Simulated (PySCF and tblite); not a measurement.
Values are calculated unless marked as measured or tabulated.
Stationary points of C$_{2}$H$_{4}$OSSi at PBE0-D3(BJ)/def2-SVP, in Å:

Structure A

```
 1 C    -2.611   -0.072   -0.158
 2 C    -1.466    0.292    0.052
 3 S     0.059    0.879    0.372
 4 O     0.292    2.252    0.965
 5 Si    1.616   -0.519   -0.141
 6 H    -3.615   -0.406   -0.347
 7 H     2.496    0.079   -1.181
 8 H     0.819   -1.670   -0.639
 9 H     2.409   -0.835    1.078
```

Structure B

```
 1 C    -2.386   -0.233    0.139
 2 C    -1.336    0.325   -0.111
 3 S     0.069    1.293   -0.467
 4 O     0.423    2.192    0.687
 5 Si    1.429   -0.472   -0.202
 6 H    -3.309   -0.743    0.355
 7 H     2.791    0.085   -0.425
 8 H     1.094   -1.524   -1.203
 9 H     1.239   -0.918    1.202
```

Level: PBE0/pcSseg-1 + D3(BJ) on PBE0-D3(BJ)/def2-SVP stationary points, with GFN2-xTB thermal terms.

Question: Which structure is a saddle point, and along which motion?

Answer: A: one imaginary mode (500i cm⁻¹ at GFN2-xTB, mostly on S3, C2, O4), along the pyramidal inversion at S3.

Question: Give their symmetry and energies above the lowest.

Answer: A Cs, 24.5 kcal/mol; B C1, 0.0 kcal/mol.
